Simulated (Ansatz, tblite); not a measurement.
Dissociation curve of Si(Me)(OEt)2(H), SMILES CCO[SiH](C)OCC. The Si1–H22 bond (Si1 also carries C, O, O; H22 carries nothing else) is pulled apart rigidly from the PBE0/def2-SVP optimised geometry.

Levels: GFN2-xTB, 300 K electronic temperature (tblite); RKS-PBE = restricted PBE/def2-SVP run with Ansatz (a program for electronic structure); UKS-PBE = Ansatz with unrestricted PBE/def2-SVP; RKS-PBE0 = restricted PBE0/def2-SVP in Ansatz; UKS-PBE0 = Ansatz with unrestricted PBE0/def2-SVP.

Energies are in mEh, each relative to the lowest point of its own curve near equilibrium.

```tsv
R / Å	GFN2-xTB	RKS-PBE	UKS-PBE	RKS-PBE0	UKS-PBE0
1.24	30.4	32.2	32.2	30.7	30.7
1.31	…	15.4	15.4	14.2	14.2
1.41	…	3.0	3.0	2.4	2.4
1.43	0.0	1.8	1.8	1.3	1.3
1.49	…	0.0	0.0	0.0	0.0
1.55	…	0.6	0.6	1.1	1.1
1.60	…	2.5	2.5	3.5	3.5
1.68	10.3	7.6	7.6	9.3	9.3
1.81	20.3	19.2	19.2	22.2	22.2
1.94	32.1	33.0	33.0	37.3	37.3
2.19	57.2	61.1	61.1	68.1	68.1
2.46	83.9	89.2	89.2	99.2	99.2
2.76	109.9	115.6	115.6	128.9	126.7
3.14	135.5	141.4	136.7	158.7	143.3
3.66	157.3	165.6	147.2	187.9	151.0
4.30	168.9	183.0	150.3	…	153.2
```

Problem. What belongs in the gaps?

Solution. 
- 1.31, GFN2-xTB: 11.0
- 1.41, GFN2-xTB: 0.6
- 1.49, GFN2-xTB: 0.1
- 1.55, GFN2-xTB: 2.3
- 1.60, GFN2-xTB: 5.0
- 4.30, RKS-PBE0: 210.4

The restricted form behind RKS-PBE, RKS-PBE0 keeps the bonding electrons paired and can't separate into open-shell fragments. The unrestricted determinant behind UKS-PBE is spin-contaminated at 3.14 to 4.30 Å (<S²> up to 1.0, against 0.00 for a pure singlet). The unrestricted solution behind UKS-PBE0 changes between 2.76 and 3.14 Å, which can leave a kink. The unrestricted determinant behind UKS-PBE0 is spin-contaminated at 2.76 to 4.30 Å (<S²> up to 1.0, against 0.00 for a pure singlet).
